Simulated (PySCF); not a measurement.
C4H7NSi, SMILES N[SiH2]C(C#C)=C. Atoms are numbered in the order given.

```xyz
13

C     -1.2201     2.2895     0.6346
C     -1.0849     1.1053     0.3925
C     -0.8238    -0.2607     0.0708
C     -1.7113    -1.2472     0.3180
Si     0.8670    -0.6277    -0.7173
N      2.2425    -0.1201     0.2048
H     -1.3663     3.3298     0.8545
H     -2.6883    -1.0505     0.7718
H     -1.4793    -2.2867     0.0670
H      0.9349     0.0906    -2.0202
H      0.9181    -2.1067    -0.8998
H      2.4737     0.8692     0.2243
H      2.4128    -0.5374     1.1158
```

Coordinates come from a B3LYP-D3(BJ)/def2-SVP optimisation. The structure was generated by enumeration, and PubChem lists no compound with its InChIKey, so it may never have been made. Other conformers were not sampled.

Method: SMD-M06-2X/6-31G* in PySCF.

Solvation free energies are E(SMD) − E(gas) at the gas-phase geometry, for 1 M in both phases. In vacuum the dipole moment is 1.27 D.

Q: Rank water, 1-octanol, toluene by solvation free energy, most negative first.

A: 1-octanol (-3.4 kcal/mol), toluene (-2.6 kcal/mol), water (-1.1 kcal/mol)
